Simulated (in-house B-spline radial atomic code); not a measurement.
Radial electron density of the sulfur ion S²⁺, [Ne] 3s2 3p1 3d1. Computed with an all-electron radial atomic-structure program (B-spline basis): non-relativistic PBE, spin-polarised, spherical fractional occupations, point nucleus, inside a hard spherical wall at 8.01 bohr.

Columns: r (bohr), 4πr²n(r) (electrons per bohr), bar.

```
 0.00382   0.4347 #
  0.0046   0.6147 #
 0.00554   0.8652 ##
 0.00668    1.213 ###
 0.00804    1.682 ####
 0.00969    2.318 ######
  0.0117    3.168 ########
  0.0141    4.262 ##########
  0.0169    5.599 #############
  0.0204    7.296 ##################
  0.0246    9.281 ######################
  0.0296    11.46 ############################
  0.0357    13.75 #################################
  0.0429    15.83 ######################################
  0.0517    17.46 ##########################################
  0.0623    18.28 ############################################
  0.0751    18.06 ###########################################
  0.0904    16.81 ########################################
   0.109    14.87 ####################################
   0.131       13 ###############################
   0.158    11.96 #############################
    0.19    12.37 ##############################
   0.229    14.13 ##################################
   0.276    16.31 #######################################
   0.333    17.54 ##########################################
   0.401    16.71 ########################################
   0.483    13.72 #################################
   0.582     9.57 #######################
   0.701    5.783 ##############
   0.844    3.454 ########
    1.02     2.66 ######
    1.22    2.691 ######
    1.48    2.673 ######
    1.78    2.215 #####
    2.14    1.485 ####
    2.58   0.8033 ##
    3.11    0.364 #
    3.74   0.1441 
    4.51  0.04785 
    5.43  0.01231 
    6.54 0.001903 
    7.88 9.612e-06
```

On this grid the curve has 3 maxima, near 0.0623, 0.333, 1.22 bohr.

The 3d up radial function P(r) = rR(r), positive near the nucleus:

| r (bohr) | P |
| --- | --- |
| 0.0429 | 0.0006758 |
| 0.0623 | 0.001883 |
| 0.0904 | 0.005046 |
| 0.131 | 0.01283 |
| 0.19 | 0.03073 |
| 0.276 | 0.06835 |
| 0.401 | 0.1386 |
| 0.582 | 0.2526 |
| 0.844 | 0.409 |
| 1.22 | 0.5776 |
| 1.78 | 0.6671 |
| 2.58 | 0.5676 |
| 3.74 | 0.3277 |
| 5.43 | 0.1084 |
| 7.88 | 0.003088 |
